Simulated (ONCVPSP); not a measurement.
Si: ONCV pseudisation with PW91, scalar-relativistic reference atom.

ONCVPSP 4.0.1 was run on this input:

```
# ATOM AND REFERENCE CONFIGURATION
# atsym  z   nc   nv     iexc    psfile
  Si 14.00    1    4  -109134      upf
#
#   n    l    f
    1    0    2.00
    2    0    2.00
    2    1    6.00
    3    0    1.00
    3    1    3.00
#
# PSEUDOPOTENTIAL AND OPTIMIZATION
# lmax
    2
#
#   l,   rc,      ep,       ncon, nbas, qcut
    0    1.05    0.00    3    7   10.90
    1    0.80    0.00    3    8   21.00
    2    0.80    0.39    4    9   10.60
#
# LOCAL POTENTIAL
# lloc, lpopt,  rc(5),   dvloc0
    2    5    0.80    0.00
#
# VANDERBILT-KLEINMAN-BYLANDER PROJECTORs
# l, nproj, debl
    0    2    3.60
    1    2    3.70
    2    0    1.50
#
# MODEL CORE CHARGE
# icmod, fcfact, rcfact
    0    0.00    0.00
#
# LOG DERIVATIVE ANALYSIS
# epsh1, epsh2, depsh
   -7.00    5.00    0.04
#
# OUTPUT GRID
# rlmax, drl
    6.00    0.01
#
# TEST CONFIGURATIONS
# ncnf
    4
# nvcnf
#   n    l    f
    4
    2    0    2.00
    2    1    6.00
    3    0    2.00
    3    1    2.00
#
    4
    2    0    2.00
    2    1    6.00
    3    0    2.00
    3    1    1.00
#
    4
    2    0    2.00
    2    1    6.00
    3    0    2.00
    3    1    0.00
#
    4
    2    0    2.00
    2    1    6.00
    3    0    0.00
    3    1    0.00
#
```

Command:

```bash
oncvpsp.x < Si.dat > Si.out
```

The program printed (shortened: citation, most of the input echo, consistency checks and plot data are left out):

```
ONCVPSP  (Optimized Norm-Conservinng Vanderbilt PSeudopotential)
scalar-relativistic version 4.0.1

#   n    l    f        energy (Ha)
    1    0    2.00    -6.5724056E+01
    2    0    2.00    -5.1894093E+00
    2    1    6.00    -3.5779703E+00
    3    0    1.00    -4.2648261E-01
    3    1    3.00    -1.7281638E-01

Reference configufation results
  iterations    23
  all-electron total energy (Ha)   -2.89718061D+02

Begin loop to  construct optimized pseudo wave functions
and semi-local pseudopoentials for all angular momenta

Calculating optimized projector #   1

 for l=   0

    Fraction of norm inside rc  0.955581
    Optimizing pswf for qcut=  10.89 a_B^-1,  ecut=  59.26 Ha
    Residual kinetic energy error=  7.64D-08 Ha

    Energy error per electron        Cutoff
         Ha          eV             Ha
         0.01000     0.27211       24.86
         0.00100     0.02721       33.04
         0.00010     0.00272       40.54
         0.00001     0.00027       46.85

Calculating optimized projector #   2

 for l=   0

    Fraction of norm inside rc  0.058165
    Optimizing pswf for qcut=  10.89 a_B^-1,  ecut=  59.26 Ha
    Residual kinetic energy error=  2.45D-07 Ha

    Energy error per electron        Cutoff
         Ha          eV             Ha
         0.01000     0.27211       17.82
         0.00100     0.02721       24.92
         0.00010     0.00272       30.90
         0.00001     0.00027       35.76

Calculating optimized projector #   1

 for l=   1

    Fraction of norm inside rc  0.846693
    Optimizing pswf for qcut=  20.98 a_B^-1,  ecut= 220.13 Ha
    Residual kinetic energy error=  1.52D-08 Ha

    Energy error per electron        Cutoff
         Ha          eV             Ha
         0.01000     0.27211      115.10
         0.00100     0.02721      141.29
         0.00010     0.00272      162.86
         0.00001     0.00027      182.08

Calculating optimized projector #   2

 for l=   1

    Fraction of norm inside rc  0.024434
    Optimizing pswf for qcut=  20.98 a_B^-1,  ecut= 220.13 Ha
    Residual kinetic energy error=  1.46D-09 Ha

    Energy error per electron        Cutoff
         Ha          eV             Ha
         0.01000     0.27211       80.61
         0.00100     0.02721      114.32
         0.00010     0.00272      142.41
         0.00001     0.00027      165.05

   Wellstate for l =  2  n =  3
     eigenvalue =   0.3900
     asymptotic potential =   0.8900
     half-point radius =  3.5738

Calculating optimized projector #   1

 for l=   2

    Fraction of norm inside rc  0.013662
    Optimizing pswf for qcut=  10.60 a_B^-1,  ecut=  56.13 Ha
    Residual kinetic energy error=  1.07D-04 Ha

    Energy error per electron        Cutoff
         Ha          eV             Ha
         0.01000     0.27211       16.85
         0.00100     0.02721       36.06
         0.00010     0.00272       57.00
         0.00001     0.00027      290.41

Construct Vanderbilt / Kleinmman-Bylander projectors

B matrix Hermiticity error, ll=   0
   1   2    5.0737E-04

  Orthonormal projector coefficients  1.7594E+01  4.6955E+00

B matrix Hermiticity error, ll=   1
   1   2    2.8081E-04

  Orthonormal projector coefficients -2.2950E+01 -1.3889E+01

Pseudoatom total energy -101.341549

Diagnostic tests using Vanderbilt-Kleinman-Bylander pseudopotentials
  1 or more projectors used as specified by nproj input data

   l    rcore       rmatch      e in        delta e   norm test  slope test

   0   1.0504341   1.0823275  -5.1894093   0.0000103   1.0001878   1.0001679
   0   1.0504341   1.0823275  -0.4264826   0.0000126   1.0000534   1.0000349

   1   0.8025270   0.8268935  -3.5779703  -0.0000668   1.0002094   1.0002417
   1   0.8025270   0.8268935  -0.1728164   0.0000137   1.0000919   1.0001178

   2   0.8025270   0.8268935   0.3900000   0.0000674   1.0000029   1.0000029

 Testing for bound ghosts
   n   l    E NL Schr. Eq   E Basis Diag.   E Cutoff

   1   0       -5.189399       -5.169743    172.09
   2   0       -0.426470       -0.245175    172.09

   2   1       -3.578037       -3.577097    470.24
   3   1       -0.172803        0.673715    470.24

 Testing for highly-localized positive-energy ghosts
       l    <radius>/rc     E Basis Diag.   E Cutoff

Test configuration 0

   n   l     f        eae           eps        diff
   1   0  2.0000  -65.72405563
   2   0  2.0000   -5.18940929   -5.18939904    1.03D-05
   2   1  6.0000   -3.57797027   -3.57803706   -6.68D-05
   3   0  1.0000   -0.42648261   -0.42647004    1.26D-05
   3   1  3.0000   -0.17281638   -0.17280270    1.37D-05

    Total energies and differences
      AE_ref= -2.89718061D+02  AE_tst= -2.89718061D+02  dif=  0.00D+00
      PS_ref= -1.01341549D+02  PS_tst= -1.01341549D+02  dif=  1.42D-14
      PSP excitation error= -1.42D-14

Test configuration 1

   n   l     f        eae           eps        diff
   1   0  2.0000  -65.66163467
   2   0  2.0000   -5.12880584   -5.12814600    6.60D-04
   2   1  6.0000   -3.51779606   -3.51662819    1.17D-03
   3   0  2.0000   -0.39900420   -0.39899360    1.06D-05
   3   1  2.0000   -0.15127321   -0.15124205    3.12D-05

    Total energies and differences
      AE_ref= -2.89718061D+02  AE_tst= -2.89968834D+02  dif= -2.51D-01
      PS_ref= -1.01341549D+02  PS_tst= -1.01592340D+02  dif= -2.51D-01
      PSP excitation error=  1.77D-05

Test configuration 2

   n   l     f        eae           eps        diff
   1   0  2.0000  -66.01821787
   2   0  2.0000   -5.47857908   -5.47793925    6.40D-04
   2   1  6.0000   -3.86814550   -3.86640996    1.74D-03
   3   0  2.0000   -0.70155635   -0.70152263    3.37D-05
   3   1  1.0000   -0.43018008   -0.43008492    9.52D-05

    Total energies and differences
      AE_ref= -2.89718061D+02  AE_tst= -2.89682851D+02  dif=  3.52D-02
      PS_ref= -1.01341549D+02  PS_tst= -1.01306402D+02  dif=  3.51D-02
      PSP excitation error=  6.30D-05

Test configuration 3

   n   l     f        eae           eps        diff
   1   0  2.0000  -66.46802636
   2   0  2.0000   -5.91295720   -5.91248582    4.71D-04
   2   1  6.0000   -4.30368699   -4.30095106    2.74D-03
   3   0  2.0000   -1.05134820   -1.05128010    6.81D-05

    Total energies and differences
      AE_ref= -2.89718061D+02  AE_tst= -2.89092878D+02  dif=  6.25D-01
      PS_ref= -1.01341549D+02  PS_tst= -1.00716556D+02  dif=  6.25D-01
      PSP excitation error=  1.90D-04

Test configuration 4

   n   l     f        eae           eps        diff
   1   0  2.0000  -67.68924867
   2   0  2.0000   -7.07405829   -7.07706402   -3.01D-03
   2   1  6.0000   -5.46732552   -5.46638528    9.40D-04

    Total energies and differences
      AE_ref= -2.89718061D+02  AE_tst= -2.86180149D+02  dif=  3.54D+00
      PS_ref= -1.01341549D+02  PS_tst= -9.78036338D+01  dif=  3.54D+00
      PSP excitation error= -3.14D-06
```

The run took about 3.1 s on one core of a shared server CPU.
